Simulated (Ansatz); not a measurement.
Mulliken charges of `[AlH2][O][SiH2]S` from B3LYP/def2-TZVPP in Ansatz (PBE0-D4/def2-TZVP geometry).

```csv
atom,x (Å),y (Å),z (Å),charge (e)
Al1,-0.479,1.427,-1.364,0.488
O2,0.297,0.053,-0.759,-0.342
Si3,0.625,-1.090,0.341,0.441
S4,-0.839,-1.196,1.894,-0.281
H5,-0.560,1.576,-2.932,-0.133
H6,-1.038,2.487,-0.335,-0.138
H7,1.956,-0.817,0.935,-0.072
H8,0.582,-2.434,-0.281,-0.070
H9,-0.454,-0.052,2.485,0.109
```

**Question.** By hand: the dipole of these point charges (1 e Å = 4.8032 D).

**Answer.** Σ q r = (0.163, 0.204, -0.128) e Å, of length 0.291 e Å = 1.40 D.

**Question.** How does the dipole of the full density compare? (Best estimate.)

**Answer.** Ansatz gave: (0.085, 0.231, -0.072) e Å, 1.23 D; the point charges give 1.14 times that, at 20° from its direction.

Point charges leave out the atoms' own dipoles, such as those of lone pairs, and Mulliken's split depends on the basis, so the two needn't agree.

B3LYP here is the variant with VWN-RPA as its local correlation; programs differ in this.
